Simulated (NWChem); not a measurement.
All runs are NWChem calculations. System: CuI, charge 0, spin multiplicity 1, at a geometry optimised with PBE/def2-SVP with def2 effective core potentials on I. The structure started from a generated list of species. Level: BHandHLYP/def2-QZVP with def2 effective core potentials on I.

Input file:

```
start mol
memory heap 200 mb stack 900 mb global 1100 mb
geometry units angstroms nocenter noautoz
  Cu     0.000000     0.000000    -1.533080
  I      0.000000     0.000000     0.838855
  symmetry group C2v
end
basis spherical
  * library def2-qzvp
end
ecp
  I library def2-ecp
end
dft
  xc bhlyp
  semidirect memsize 60000000 filesize 0
  iterations 100
end
task dft energy
```

NWChem printed:

```
             Northwest Computational Chemistry Package (NWChem) 7.3.0
             --------------------------------------------------------

                                NWChem Input Module
                                -------------------

 Scaling coordinates for geometry "geometry" by  1.889725989
 (inverse scale =  0.529177249)

 Turning off AUTOSYM since
 SYMMETRY directive was detected!

                             Geometry "geometry" -> ""
                             -------------------------

 Output coordinates in angstroms (scale by  1.889725989 to convert to a.u.)

  No.       Tag          Charge          X              Y              Z
 ---- ---------------- ---------- -------------- -------------- --------------
    1 Cu                  29.0000     0.00000000     0.00000000    -1.53308000
    2 I                   53.0000     0.00000000     0.00000000     0.83885500

 Effective nuclear repulsion energy (a.u.)     342.9037607323

            Nuclear Dipole moment (a.u.)
            ----------------------------
        X                 Y               Z
 ---------------- ---------------- ----------------
     0.0000000000     0.0000000000    -0.0000094486

      Symmetry information
      --------------------

 Group name             C2v
 Group number             16
 Group order               4
 No. of unique centers     2

      Symmetry unique atoms

     1    2


 Summary of "ao basis" -> "" (spherical)
 ------------------------------------------------------------------------------
       Tag                 Description            Shells   Functions and Types
 ---------------- ------------------------------  ------  ---------------------
 *                         def2-qzvp                  on all atoms

                                 NWChem DFT Module
                                 -----------------

 Summary of "ao basis" -> "ao basis" (spherical)
 ------------------------------------------------------------------------------
       Tag                 Description            Shells   Functions and Types
 ---------------- ------------------------------  ------  ---------------------
[...]
              MO Center= -4.8D-19,  5.7D-16,  6.6D-01, r^2= 2.4D+00
   Bfn.  Coefficient  Atom+Function         Bfn.  Coefficient  Atom+Function
  ----- ------------  ---------------      ----- ------------  ---------------
   105      0.471465  2 I  py               102      0.410620  2 I  py
    93     -0.309489  2 I  py               108      0.205190  2 I  py
    31     -0.152621  1 Cu d -1              96     -0.085206  2 I  py
    36     -0.068859  1 Cu d -1              99      0.049904  2 I  py
    41     -0.047155  1 Cu d -1              22      0.044165  1 Cu py

 Vector   28  Occ=0.000000D+00  E=-8.070314D-02  Symmetry=a1
              MO Center=  1.3D-29,  6.9D-30, -2.1D+00, r^2= 4.8D+00
   Bfn.  Coefficient  Atom+Function         Bfn.  Coefficient  Atom+Function
  ----- ------------  ---------------      ----- ------------  ---------------
    10      0.501327  1 Cu s                 11      0.491170  1 Cu s
   109      0.249046  2 I  pz                 9      0.210433  1 Cu s
    91     -0.206677  2 I  s                106      0.199329  2 I  pz
   103      0.156333  2 I  pz                 7     -0.143881  1 Cu s
    29     -0.138827  1 Cu pz                23     -0.127446  1 Cu pz

 Vector   29  Occ=0.000000D+00  E= 1.085927D-02  Symmetry=b2
              MO Center=  7.3D-20, -6.0D-16, -1.8D+00, r^2= 9.3D+00
   Bfn.  Coefficient  Atom+Function         Bfn.  Coefficient  Atom+Function
  ----- ------------  ---------------      ----- ------------  ---------------
    28      0.903479  1 Cu py               108     -0.310616  2 I  py
    22      0.181150  1 Cu py               102     -0.142078  2 I  py
    25      0.117222  1 Cu py                16     -0.111466  1 Cu py
    51     -0.069694  1 Cu d -1              93      0.068706  2 I  py
   126     -0.057718  2 I  d -1              13      0.034572  1 Cu py

 Vector   30  Occ=0.000000D+00  E= 1.085927D-02  Symmetry=b1
              MO Center= -1.1D-15,  2.9D-20, -1.8D+00, r^2= 9.3D+00
   Bfn.  Coefficient  Atom+Function         Bfn.  Coefficient  Atom+Function
  ----- ------------  ---------------      ----- ------------  ---------------
    27      0.903479  1 Cu px               107     -0.310616  2 I  px
    21      0.181150  1 Cu px               101     -0.142078  2 I  px
    24      0.117222  1 Cu px                15     -0.111466  1 Cu px
    53      0.069694  1 Cu d  1              92      0.068706  2 I  px
   128      0.057718  2 I  d  1              12      0.034572  1 Cu px

 center of mass
 --------------
 x =   0.00000000 y =   0.00000000 z =   0.09929555

 moments of inertia (a.u.)
 ------------------
         845.195694123950           0.000000000000           0.000000000000
           0.000000000000         845.195694123950           0.000000000000
           0.000000000000           0.000000000000           0.000000000000

     Multipole analysis of the density
     ---------------------------------

     L   x y z        total         alpha         beta         nuclear
     -   - - -        -----         -----         ----         -------
     0   0 0 0     -0.000000    -27.000000    -27.000000     54.000000

     1   1 0 0      0.000000      0.000000      0.000000      0.000000
     1   0 1 0      0.000000      0.000000      0.000000      0.000000
     1   0 0 1     -2.017561     21.184110     21.184110    -44.385780

     2   2 0 0    -30.307279    -15.153640    -15.153640      0.000000
     2   1 1 0      0.000000      0.000000      0.000000      0.000000
     2   1 0 1     -0.000000     -0.000000     -0.000000      0.000000
     2   0 2 0    -30.307279    -15.153640    -15.153640      0.000000
     2   0 1 1     -0.000000     -0.000000     -0.000000      0.000000
     2   0 0 2    -22.430132   -164.327371   -164.327371    306.224611

 Task  times  cpu:       53.2s     wall:       53.2s

 Total times  cpu:       53.3s     wall:       53.3s
```
